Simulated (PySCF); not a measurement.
C₆H₈, SMILES C#C[C@@H]1C[C@@H]1C. Geometry optimised at B3LYP-D3(BJ)/def2-SVP. The structure was generated by enumeration; whether it is a known compound was not checked.

These are B3LYP-D3(BJ)/def2-SVP run with PySCF values and carry that method's errors.

Harmonic wavenumbers (cm⁻¹): 143, 177, 222, 331, 373, 523, 581, 654, 704, 764, 790, 850, 916, 948, 1026, 1058, 1088, 1120, 1135, 1188, 1223, 1358, 1387, 1419, 1459, 1467, 1485, 2223, 3030, 3105, 3121, 3125, 3136, 3143, 3222, 3473. Rotational constants (GHz): 6.030, 2.827, 2.210; symmetry number 1.

**Question.** Work out the zero-point energy and the ideal-gas rigid-rotor harmonic-oscillator thermochemistry at 298.15 K and 1 atm.

**Answer.** ZPE = ½ Σ hcν = ½ × 51970 cm⁻¹ = 74.29 kcal/mol. H − E(el) = 78.96 kcal/mol. Entropy in cal/(mol K): translation 39.06, rotation 26.55, vibration 12.52, total 78.13. G − E(el) = 55.67 kcal/mol. Cp = 26.02 cal/(mol K). Modes under 150 cm⁻¹ make the vibrational entropy uncertain.
